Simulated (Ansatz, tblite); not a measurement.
Cost and result up the ladder for `[Ag][S]c1ccc(C#Cc2ccc(C#Cc3ccccc3)cc2)cc1` (37 atoms). Total charge 0; singlet. Geometry: PBE-D4/def2-SVP.

```xyz
37

Ag   -4.253   -8.677    4.464
S    -4.832   -6.608    5.411
C    -3.928   -5.465    4.389
C    -4.562   -4.827    3.297
C    -3.889   -3.866    2.542
C    -2.549   -3.507    2.852
C    -1.858   -2.534    2.082
C    -1.258   -1.688    1.413
C    -0.569   -0.713    0.646
C     0.770   -0.353    0.957
C     1.447    0.602    0.203
C     0.816    1.243   -0.898
C     1.508    2.214   -1.670
C     2.109    3.055   -2.342
C     2.807    4.018   -3.124
C     2.172    4.655   -4.223
C     2.863    5.598   -4.991
C     4.195    5.926   -4.684
C     4.834    5.303   -3.598
C     4.152    4.359   -2.823
C    -0.523    0.883   -1.209
C    -1.200   -0.072   -0.455
C    -1.918   -4.145    3.955
C    -2.597   -5.103    4.707
H    -5.600   -5.098    3.052
H    -4.390   -3.375    1.695
H     1.270   -0.841    1.807
H     2.483    0.871    0.454
H     1.130    4.395   -4.460
H     2.358    6.084   -5.840
H     4.735    6.669   -5.291
H     5.877    5.557   -3.352
H     4.649    3.869   -1.973
H    -1.023    1.371   -2.059
H    -2.236   -0.341   -0.706
H    -0.883   -3.871    4.209
H    -2.105   -5.588    5.564
```

Ansatz on 2 threads of AMD EPYC 7R13 on a shared host and a share (18 GiB) of an NVIDIA H100 80GB HBM3; xTB runs through tblite on one thread. Times are rough, summed over both states, and most runs start from the orbitals of an earlier one. No level here is sound enough to serve as a yardstick. The other state is a doublet.

In the def2 sets Ag takes a core potential; there is no spin–orbit coupling. The xTB rows come from tblite. Single mean-field runs in def2-TZVP are fitted with def2-universal-jkfit. HOMO above LUMO, or a gap near zero within one spin, warns that the state may not be the lowest or that an electron is smeared out.

Raw xTB energies of ions are shifted by several eV.

```tsv
level	functions	wall time	vertical IE (eV)	remarks
GFN1-xTB	132	0.27 s	12.09	–
GFN2-xTB	119	0.92 s	11.33	–
PBE0-D4/def2-TZVP	837	15 s	6.72	restricted SCF unstable in HF (singlet)
PBE-D4/def2-TZVP (with forces)	837	16 s	6.53	gap within one spin near zero (+1 doublet), restricted SCF unstable in HF (singlet)
r2SCANh-D4/def2-TZVP (with forces)	837	22 s	6.61	restricted SCF unstable in HF (singlet)
```
